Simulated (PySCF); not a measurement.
Compound: C6H9NS.
Bonds: C1–N2, N2–C3, N2–C4, C4–C5 (aromatic), C5–C6 (aromatic), C6–C7 (aromatic), C7–S8 (aromatic), C4–S8 (aromatic). Hydrogens: H9, H10, H11 on C1; H12, H13, H14 on C3; H15 on C5; H16 on C6; H17 on C7.

The same species was optimised twice, with GFN2-xTB and with PBE0-D3(BJ)/def2-SVP (PySCF), and the same property calculations (PySCF, gas phase) were run on both structures.

```
     coordinate  GFN2-xTB  PBE0-D3(BJ)/def2-SVP  change
      C4–C5 (Å)     1.368                 1.382  +0.014
      C6–C7 (Å)     1.352                 1.365  +0.013
      C5–C6 (Å)     1.414                 1.424  +0.010
      C1–N2 (Å)     1.445                 1.438  -0.007
      N2–C3 (Å)     1.443                 1.439  -0.004
      N2–C4 (Å)     1.375                 1.375   0.000
      C4–S8 (Å)     1.744                 1.744   0.000
      C7–S8 (Å)     1.729                 1.729   0.000
   C1–N2–C3 (°)     115.8                 118.0    +2.2
   C3–N2–C4 (°)     117.7                 118.9    +1.2
   C4–S8–C7 (°)      91.4                  92.0    +0.6
   C4–C5–C6 (°)     112.9                 112.4    -0.5
   C6–C7–S8 (°)     111.5                 111.2    -0.3
   N2–C4–S8 (°)     120.3                 120.5    +0.2
   N2–C4–C5 (°)     128.9                 128.7    -0.2
   C5–C6–C7 (°)     113.5                 113.6    +0.1
C1–N2–C4–C5 (°)       -18                   -10      +8
```

Rotational constants: A = 3414, B = 1448, C = 1035 MHz (GFN2-xTB) against A = 3381, B = 1439, C = 1027 MHz (PBE0-D3(BJ)/def2-SVP). Point groups within 0.08 Å: C1 and C1.

On the GFN2-xTB structure: lowest singlet, TDDFT (eV) 4.93 [wB97X-D/def2-SVPD]; lowest triplet, Tamm–Dancoff (eV) 3.46 [wB97X-D/def2-SVPD]; isotropic polarisability (au) 97.4 [wB97X-D/def2-SVPD]; HOMO (eV) -7.14 [wB97X-D/def2-SVPD]; LUMO (eV) 1.80 [wB97X-D/def2-SVPD]; dipole (D) 1.85 [wB97X-D/def2-SVPD]; HOMO (eV) -5.36 [PBE0/pcSseg-1]; LUMO (eV) 0.26 [PBE0/pcSseg-1]; dipole (D) 1.96 [PBE0/pcSseg-1]; GIAO shielding of C1/C3 (mean) (ppm) 143.7 [PBE0/pcSseg-1]; GIAO shielding of N2 (ppm) 193.9 [PBE0/pcSseg-1]; GIAO shielding of C4 (ppm) 21.6 [PBE0/pcSseg-1]; GIAO shielding of C5 (ppm) 83.7 [PBE0/pcSseg-1]; GIAO shielding of C6 (ppm) 55.2 [PBE0/pcSseg-1]; GIAO shielding of C7 (ppm) 71.0 [PBE0/pcSseg-1]; GIAO shielding of S8 (ppm) 321.6 [PBE0/pcSseg-1].

Task: What do these properties become on the PBE0-D3(BJ)/def2-SVP structure?

Result: 
| property | level | on GFN2-xTB | on PBE0-D3(BJ)/def2-SVP | change |
| --- | --- | --- | --- | --- |
| lowest singlet, TDDFT (eV) | wB97X-D/def2-SVPD | 4.93 | 4.90 | -0.03 |
| lowest triplet, Tamm–Dancoff (eV) | wB97X-D/def2-SVPD | 3.46 | 3.41 | -0.05 |
| isotropic polarisability (au) | wB97X-D/def2-SVPD | 97.4 | 99.0 | +1.6 |
| HOMO (eV) | wB97X-D/def2-SVPD | -7.14 | -7.10 | +0.04 |
| LUMO (eV) | wB97X-D/def2-SVPD | 1.80 | 1.80 | 0.00 |
| dipole (D) | wB97X-D/def2-SVPD | 1.85 | 1.91 | +0.06 |
| energy, GFN2-xTB geometry as zero (kcal/mol) | wB97X-D/def2-SVPD | 0.0 | -0.9 | -0.9 |
| HOMO (eV) | PBE0/pcSseg-1 | -5.36 | -5.33 | +0.03 |
| LUMO (eV) | PBE0/pcSseg-1 | 0.26 | 0.24 | -0.02 |
| dipole (D) | PBE0/pcSseg-1 | 1.96 | 2.02 | +0.06 |
| energy, GFN2-xTB geometry as zero (kcal/mol) | PBE0/pcSseg-1 | 0.0 | -0.4 | -0.4 |
| GIAO shielding of C1/C3 (mean) (ppm) | PBE0/pcSseg-1 | 143.7 | 142.9 | -0.8 |
| GIAO shielding of N2 (ppm) | PBE0/pcSseg-1 | 193.9 | 194.4 | +0.5 |
| GIAO shielding of C4 (ppm) | PBE0/pcSseg-1 | 21.6 | 21.0 | -0.6 |
| GIAO shielding of C5 (ppm) | PBE0/pcSseg-1 | 83.7 | 81.6 | -2.1 |
| GIAO shielding of C6 (ppm) | PBE0/pcSseg-1 | 55.2 | 52.5 | -2.7 |
| GIAO shielding of C7 (ppm) | PBE0/pcSseg-1 | 71.0 | 69.6 | -1.4 |
| GIAO shielding of S8 (ppm) | PBE0/pcSseg-1 | 321.6 | 321.8 | +0.2 |

The heavy atoms differ by 0.033 Å rms after alignment. Among bonds between heavy atoms C4–C5 and C6–C7 change most and about equally (+0.013 to +0.014 Å). Changes are differences of the printed values. Neither structure is proved a minimum here.

The values belong to the conformer `[CH3:1][N:2]([CH3:3])[c:4]1[cH:5][cH:6][cH:7][s:8]1`: C1–N2–C4–C5 -10°.

The pairwise dispersion term of wB97X-D wasn't added to the energies; at a given geometry it leaves orbitals and properties as they are.
